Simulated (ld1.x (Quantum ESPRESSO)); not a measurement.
## gadolinium (Gd): one change to a PAW potential, before and after

- Element: Gd
- Generator: ld1.x (Quantum ESPRESSO) 7.5
- Type: PAW
- Functional: PW91
- Relativity: scalar-relativistic
- Frozen core: [Kr] 4d10
- Valence charge: 18
- Reference configuration: 4f7 5s2 5p6 5d1 6s1 6p0 (charge +1)
- Partial waves: 5s (bound): rcut 2.45, rcutus 2.60 bohr; 6s (bound): rcut 2.45, rcutus 2.60 bohr; 5p (bound): rcut 2.00, rcutus 2.20 bohr; 6p (bound, empty): rcut 2.00, rcutus 2.20 bohr; 5d (bound): rcut 1.55, rcutus 2.10 bohr; 5d channel at -0.25 Ry: rcut 1.55, rcutus 2.10 bohr; 4f (bound): rcut 1.10, rcutus 1.45 bohr; 4f channel at -0.55 Ry: rcut 1.10, rcutus 1.45 bohr
- Local potential: all-electron potential smoothed inside 1.30 bohr (lloc = -2)
- Core correction: Bessel-smoothed model core inside 1.10 bohr
- Augmentation charge: PSQ, inside the norm-conserving radii

All-electron outer shells of the reference configuration (PW91, scalar-relativistic, ld1.x):

```csv
shell,level (eV),outermost node (bohr),outermost maximum (bohr)
4p,-282.76,0.29,0.54
4d,-154.11,0.27,0.56
5s,-56.15,0.65,1.20
5p,-33.65,0.70,1.35
4f,-15.10,–,0.56
6s,-9.32,1.59,3.21
5d,-8.46,0.79,1.92
6p,-5.77,1.90,4.07
```

Change: waves 4f (bound): rcut 1.10, rcutus 1.72 bohr; 4f channel at -0.55 Ry: rcut 1.10, rcutus 1.72 bohr.

Cutoffs: the cutoffs (Ry, on a coarse ladder) from which the occupation-weighted sum of valence levels, in a spherical-Bessel basis at the reference potential, stays within 10 and 1 mRy of its value at 400 Ry; they do not see the model core or the augmentation charge, which bear on the density cutoff. Errors are all-electron minus pseudo energies relative to the spin-unpolarised reference configuration.

Q: What does the change do?

A: The potential gets softer (70 Ry and 110 Ry → 45 Ry and 80 Ry); of the 7 tests that both files solve, the error grows in 0 and shrinks in 2 by more than 15 % and 0.3 meV (median size 5.6 → 5.3 meV); neither file shows a bound ghost. A larger radius leaves more room for a smooth pseudo-wave, so fewer plane waves are needed.

| quantity | base | changed |
| --- | --- | --- |
| cutoff, loose | 70 Ry | 45 Ry |
| cutoff, tight | 110 Ry | 80 Ry |
| loose cutoff by channel (10 mRy a level) | s 12 Ry, p 15 Ry, d 18 Ry, f 60 Ry | s 12 Ry, p 15 Ry, d 18 Ry, f 40 Ry |
| bound ghosts | none | none |
| error for 4f7 5s2 5p6 5d1 6s2 6p0, meV [ΔE -6.69 eV] | +5.6 | +5.3 |
| error for 4f7 5s2 5p6 5d1 6s0 6p0, meV [ΔE 12.12 eV] | +0.9 | -0.3 |
| error for 4f7 5s2 5p6 5d0 6s0 6p0, meV [ΔE 32.04 eV] | -6.0 | -6.5 |
| error for 4f7 5s2 5p6 5d0 6s2 6p0, meV [ΔE -0.59 eV] | +69 | +67 |
| error for 4f7 5s2 5p6 5d1 6s0 6p1, meV [ΔE 3.59 eV] | +5.1 | +4.0 |
| error for 4f7 5s2 5p6 5d1.5 6s1.5 6p0, meV [ΔE -5.85 eV] | +0.9 | +0.9 |
| error for 4f7 5s2 5p6 5d0 6s2 6p1, meV [ΔE -4.85 eV] | +32 | +31 |
| s: phases at 2.85 bohr within 0.05 rad from the reference energy up to (Ry; the scan ends near 5) | 1.6 | 1.6 |
| p: phases at 2.85 bohr within 0.05 rad from the reference energy up to (Ry; the scan ends near 5) | to the end of the scan | to the end of the scan |
| d: phases at 2.85 bohr within 0.05 rad from the reference energy up to (Ry; the scan ends near 5) | 2.7 | 2.7 |
| f: phases at 2.85 bohr within 0.05 rad from the reference energy up to (Ry; the scan ends near 5) | to the end of the scan | to the end of the scan |
| lowest overlap eigenvalue by channel | s 0.04, p 0.08, d 0.92, f 1.00 | s 0.04, p 0.08, d 0.92, f 0.66 |
